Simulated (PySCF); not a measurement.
## How the method moves the HOMO and LUMO of `BO[C@@H](F)CC`

Compound: C₃H₈BFO.
Geometry (PBE0-D3(BJ)/def2-SVP, Å), atoms numbered from 1 in this order:
```
atom  x, y, z in Å
B1     2.1232   -0.8007    0.3928
O2     1.1832   -0.4977   -0.5220
C3     0.4708    0.7018   -0.5087
F4     0.8827    1.4305   -1.5823
C5    -1.0107    0.4352   -0.6192
C6    -1.5741   -0.3418    0.5573
H7     2.6773   -1.8661    0.2761
H8     2.3666   -0.0204    1.2892
H9     0.7274    1.2729    0.4041
H10   -1.5078    1.4129   -0.7196
H11   -1.1707   -0.1065   -1.5654
H12   -1.4268    0.1964    1.5075
H13   -1.0944   -1.3277    0.6495
H14   -2.6540   -0.5082    0.4362
```

Basis pcSseg-1 throughout (PySCF), one geometry. The structure is a single PBE0-D3(BJ)/def2-SVP conformer in the gas phase; no vibrational or solvent corrections.

Question: How do the orbital energies, the gap and the dipole change with the method?

Answer: 
```json
{"method": "B97-2", "kind": "global hybrid", "HOMO (eV)": "-8.68", "LUMO (eV)": "-0.61", "gap (eV)": "8.07", "μ (D)": "2.06", "SCF cycles": "14"}
{"method": "PBE0", "kind": "global hybrid", "HOMO (eV)": "-8.93", "LUMO (eV)": "-0.62", "gap (eV)": "8.31", "μ (D)": "2.07", "SCF cycles": "14"}
{"method": "mPW1PW91", "kind": "global hybrid", "HOMO (eV)": "-8.98", "LUMO (eV)": "-0.60", "gap (eV)": "8.38", "μ (D)": "2.09", "SCF cycles": "14"}
{"method": "CAM-B3LYP", "kind": "range-separated hybrid", "HOMO (eV)": "-10.41", "LUMO (eV)": "0.49", "gap (eV)": "10.89", "μ (D)": "2.10", "SCF cycles": "13"}
{"method": "BHandHLYP", "kind": "global hybrid", "HOMO (eV)": "-10.42", "LUMO (eV)": "0.41", "gap (eV)": "10.82", "μ (D)": "2.17", "SCF cycles": "12"}
{"method": "wB97X-D", "kind": "range-separated hybrid", "HOMO (eV)": "-10.89", "LUMO (eV)": "1.31", "gap (eV)": "12.21", "μ (D)": "2.10", "SCF cycles": "14"}
{"method": "LC-wPBE", "kind": "range-separated hybrid", "HOMO (eV)": "-11.76", "LUMO (eV)": "1.76", "gap (eV)": "13.52", "μ (D)": "2.11", "SCF cycles": "14"}
```

The HOMO spans 3.08 eV, from B97-2 down to LC-wPBE, and the gap runs from 8.07 eV (B97-2) to 13.52 eV (LC-wPBE). Over the methods B97-2 (21 %), PBE0 (25 %), mPW1PW91 (25 %), BHandHLYP (50 %), a straight line through the gap against the share of exact exchange rises by 0.97 eV for each 10 % (correlation coefficient 0.999). The dipole ranges from 2.06 D (B97-2) to 2.17 D (BHandHLYP). This basis has no diffuse functions.
